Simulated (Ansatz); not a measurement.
Consider the atomization: `C[SiH](N)[AlH2]` → Al• + C• + 8 H• + N• + Si•.

Calculated with Ansatz (gas phase, PBE0-D4/def2-TZVP geometries, no zero-point term in ΔE). CBS: MP2 limit from def2 TZ/QZ plus the TZ coupled-cluster correction, frozen cores. This one scheme is used for every species, atoms too. Functionals use def2-TZVPP. No spin–orbit coupling; open shells (•) take unrestricted orbitals. Spin–orbit coupling would lower the free atoms: a little for Al, C, Si. One conformer a species, not always the lowest.

`C[SiH](N)[AlH2]`:

Cartesian coordinates in Å:
```
C -1.262 -1.191 0.083
Si 0.001 0.066 -0.532
N -0.509 1.719 -0.462
Al 2.140 -0.068 0.683
H -1.492 -1.049 1.142
H -2.197 -1.104 -0.479
H -0.887 -2.211 -0.050
H 0.210 -0.245 -1.980
H -0.422 2.241 0.394
H -1.293 2.046 -1.006
H 3.175 -1.257 0.457
H 2.535 1.052 1.749
```

```csv
level,ΔE (kJ/mol)
PBE0-D4,3829.4
PBE,3840.2
HF/def2-TZVPP,2839.8
MP2/def2-TZVPP,3753.5
CCSD/def2-TZVPP,3713.5
HF/def2-QZVPP,2846.9
SCS-MP2/def2-QZVPP,3857.0
HF/CBS(def2),2848.0
```

(1) What does CCSD(T)/CBS give? (Estimate.)

Largest T1 diagnostic among the species: 0.018.

Answers

(1) The calculation gave: +3859.4 kJ/mol. The listed levels differ from it by -30.0, -19.2, -1019.6, -105.9, -145.9, -1012.5, -2.4, -1011.4 kJ/mol.

In def2-TZVPP, CCSD(T) changes the Hartree–Fock value by +914.5 kJ/mol (the triples alone add +40.9 kJ/mol) and MP2 by +913.6 kJ/mol; breaking electron pairs costs correlation energy, which Hartree–Fock lacks. The D4 term adds +36.6 kJ/mol with B3LYP and +19.4 kJ/mol with PBE0; it sums over pairs of atoms, weighted by their polarisabilities, and B3LYP, whose exchange is more repulsive, gets the larger term. From PBE to PBE0 (25 % exact exchange), in def2-TZVPP and without D4, ΔE moves by −30.2 kJ/mol: exact exchange takes away binding that semilocal exchange gives to molecules.

B3LYP here is the variant with VWN-RPA as its local correlation; programs differ in this.

For atomizations the MP2-based limit and the directly extrapolated one differ by several kJ/mol either way, and by 10 to 25 for some Ge, Se and Sn compounds, so smaller differences from it don't rank the levels.
